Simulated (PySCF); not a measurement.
Vertical excitations of a molecule C₂H₉NSi from TDDFT-PBE/def2-SVPD run with PySCF, as energy in eV (oscillator strength): 5.61 (0.045), 6.17 (0.001), 6.55 (0.022), 6.87 (0.013), 7.23 (0.005), 7.41 (0.004), 7.53 (0.008), 7.59 (0.002), 7.72 (0.017), 7.81 (0.008). Lowest triplet (TDA): 5.38 eV. Geometry: B3LYP-D3(BJ)/def2-SVP. The values are those of a single conformer.

**Question.** Which structure fits?
A) C[SiH2]CN
B) C[SiH](C)N
C) CN(C)[SiH3]
D) CNC[SiH3]

**Answer.** B, C[SiH](C)N
